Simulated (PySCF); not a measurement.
SMILES C[NH3+] (CH₆N (cation, charge +1)), singlet, B3LYP/def2-SVP optimised geometry.

```
8

C     -0.25     0.71     0.00
N      0.31    -0.69     0.00
H     -1.34     0.64     0.00
H      0.10     1.23    -0.90
H      0.10     1.23     0.90
H      0.01    -1.23     0.83
H      1.34    -0.69     0.00
H      0.01    -1.23    -0.83
```

Density from PySCF 2.14.0 with B3LYP/def2-TZVP at that geometry.

Minimum of the electron density along straight lines between bonded atoms, close to the bond critical point (lines longer than 1.1 times the sum of covalent radii, or with two minima, are not listed):

```json
[
 {"bond": "C1–N2", "length / Å": "1.507", "ρ at the minimum / e bohr⁻³": "[?]", "∇²ρ there / e bohr⁻⁵": "[?]", "position (fraction from the first atom)": "0.38"},
 {"bond": "C1–H3", "length / Å": "1.097", "ρ at the minimum / e bohr⁻³": "0.284", "∇²ρ there / e bohr⁻⁵": "-1.01", "position (fraction from the first atom)": "0.66"},
 {"bond": "C1–H4", "length / Å": "1.097", "ρ at the minimum / e bohr⁻³": "0.284", "∇²ρ there / e bohr⁻⁵": "-1.01", "position (fraction from the first atom)": "0.66"},
 {"bond": "C1–H5", "length / Å": "1.097", "ρ at the minimum / e bohr⁻³": "0.284", "∇²ρ there / e bohr⁻⁵": "-1.01", "position (fraction from the first atom)": "0.66"},
 {"bond": "N2–H6", "length / Å": "1.031", "ρ at the minimum / e bohr⁻³": "0.328", "∇²ρ there / e bohr⁻⁵": "-1.75", "position (fraction from the first atom)": "0.75"},
 {"bond": "N2–H7", "length / Å": "1.031", "ρ at the minimum / e bohr⁻³": "0.328", "∇²ρ there / e bohr⁻⁵": "-1.75", "position (fraction from the first atom)": "0.75"},
 {"bond": "N2–H8", "length / Å": "1.031", "ρ at the minimum / e bohr⁻³": "0.328", "∇²ρ there / e bohr⁻⁵": "-1.75", "position (fraction from the first atom)": "0.75"}
]
```

Question: Complete the blanks.

Answer: 
- C1–N2, ρ at the minimum / e bohr⁻³: 0.226
- C1–N2, ∇²ρ there / e bohr⁻⁵: -0.49
